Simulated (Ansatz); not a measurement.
Compare A (`CB(C)[SiH2]Cl`) with its isomer B (`CBC([SiH3])Cl`).

Program: Ansatz. Geometries: PBE0-D4/def2-TZVP. ΔE: electronic, gas phase. CCSD(T)/CBS is the MP2 limit (def2-TZVPP, def2-QZVPP) plus CCSD(T) − MP2 in def2-TZVPP, frozen cores. DFT in def2-TZVPP. B3LYP here is the variant with VWN-RPA as its local correlation; programs differ in this. One conformer a species, not always the lowest.

A:

Z-matrix (Å, degrees):
```
C
B 1 1.555
H 1 1.093 2 114.4
H 1 1.103 2 105.0 3 114.4
H 1 1.093 2 114.6 3 -128.9
C 2 1.561 1 121.7 3 146.1
Si 2 2.025 1 120.7 3 -34.4
H 6 1.103 2 104.6 1 -87.3
H 6 1.092 2 116.3 1 156.1
H 6 1.094 2 113.5 1 27.5
Cl 7 2.073 2 112.6 1 7.3
H 7 1.489 2 112.0 1 127.8
H 7 1.490 2 111.1 1 -112.4
```

B:

```xyz
13

C    -0.094   -1.860   -0.336
B     0.285   -0.474   -0.937
C     0.828    0.659   -0.037
Si   -0.649    1.435    0.881
Cl    1.644    2.015   -0.883
H     0.535   -2.619   -0.821
H    -1.119   -2.135   -0.605
H     0.027   -1.959    0.745
H     0.108   -0.259   -2.101
H     1.506    0.299    0.743
H    -0.144    2.542    1.727
H    -1.301    0.404    1.732
H    -1.627    1.951   -0.107
```

(1) Which is lower in electronic energy at CCSD(T)/CBS, and by how much? (Estimate.)

(2) Give E(B) − E(A) in kcal/mol with r2SCAN-D4, CCSD/def2-TZVPP, MP2/def2-TZVPP, HF/def2-TZVPP, B3LYP-D4, PBE-D4, ωB97M-V. (Best estimate.)

Largest T1 diagnostic: 0.011.

## Answers

(1) Computed: A, by 33.8 kcal/mol.

(2) Ansatz gave: r2SCAN-D4 35.2, CCSD/def2-TZVPP 33.8, MP2/def2-TZVPP 33.1, HF/def2-TZVPP 35.1, B3LYP-D4 33.8, PBE-D4 34.4, ωB97M-V 33.4. None reverses the order clearly.

In def2-TZVPP, CCSD(T) changes the Hartree–Fock value by −1.9 kcal/mol (the triples alone add −0.6 kcal/mol) and MP2 by −2.0 kcal/mol.
